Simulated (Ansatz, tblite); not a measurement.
Isomers of Mg3O2 (singlet), found by a short tight-binding search and relaxed with PBE-D4/def2-SVP in Ansatz.

The xTB rows come from tblite. Correlated methods freeze 5 core orbitals; core or outer-core shells of Mg are correlated, in sets that lack core-valence functions.

Run but left out: HF/def2-TZVP, HF/def2-TZVPP, r2SCAN-D4/def2-TZVP (A: restricted singlet, unstable towards broken spin symmetry).

A: At CCSD(T)/def2-TZVPP the restricted singlet (for correlated methods, its reference) is unstable: a solution with broken spin symmetry lies lower. B: The restricted singlet is unstable towards broken spin symmetry in Hartree–Fock (as tested in another run); at PBE-D4/def2-TZVP, PBE0-D4/def2-TZVP, ωB97M-V/def2-TZVP this wasn't settled. At CCSD(T)/def2-TZVPP the restricted singlet (for correlated methods, its reference) is unstable: a solution with broken spin symmetry lies lower. It holds 1 O–O bond. C: The restricted singlet is unstable towards broken spin symmetry in Hartree–Fock (as tested in another run); at PBE-D4/def2-TZVP, PBE0-D4/def2-TZVP, ωB97M-V/def2-TZVP this wasn't settled. At CCSD(T)/def2-TZVPP the restricted singlet (for correlated methods, its reference) is unstable: a solution with broken spin symmetry lies lower.

Other spin states were run for one of them alone.

A:

```xyz
5

Mg    0.206   -1.216   -1.055
Mg   -1.026    0.643    0.254
Mg    1.455    1.207    1.598
O    -1.561   -0.599   -1.072
O     0.926   -0.034    0.275
```

B:

```
atom   x (Å)   y (Å)   z (Å)
 Mg1   0.071   0.744   1.439
 Mg2   0.258  -1.946   0.483
 Mg3  -0.297   1.530  -1.287
  O4   0.759  -0.082  -0.398
  O5  -0.790  -0.246  -0.236
```

C:

```xyz
5

Mg   -0.655   -1.498   -0.991
Mg   -0.135   -0.763    1.748
Mg    0.421    1.204   -0.403
O    -0.121    0.095   -1.789
O     0.490    0.961    1.435
```

Problem. Estimate their order by electronic energy at PBE0-D4/def2-TZVP, counted from the lowest.

Solution. C (0.00) < A (0.04) < B (3.97), in eV.

Problem. Do the other levels pick the same lowest one?

Solution. Not GFN1-xTB, GFN2-xTB, PBE-D4/def2-TZVP, CCSD/def2-TZVPP, CCSD(T)/def2-TZVPP. Energies above each level's lowest (eV):

```json
{"level": "GFN1-xTB", "A": "0.00", "B": "1.23", "C": "0.11"}
{"level": "GFN2-xTB", "A": "0.00", "B": "2.32", "C": "0.36"}
{"level": "PBE-D4/def2-TZVP", "A": "0.00", "B": "3.79", "C": "0.00"}
{"level": "PBE0-D4/def2-TZVP", "A": "0.04", "B": "3.97", "C": "0.00"}
{"level": "ωB97M-V/def2-TZVP", "A": "0.02", "B": "4.26", "C": "0.00"}
{"level": "MP2/def2-TZVPP", "A": "0.00", "B": "4.49", "C": "0.00"}
{"level": "CCSD/def2-TZVPP", "A": "0.00", "B": "4.02", "C": "0.05"}
{"level": "CCSD(T)/def2-TZVPP", "A": "0.00", "B": "3.90", "C": "0.07"}
```
Point groups (tolerance 0.1 Å): A Cs, B C2v, C C2v. Lower isomers may exist.
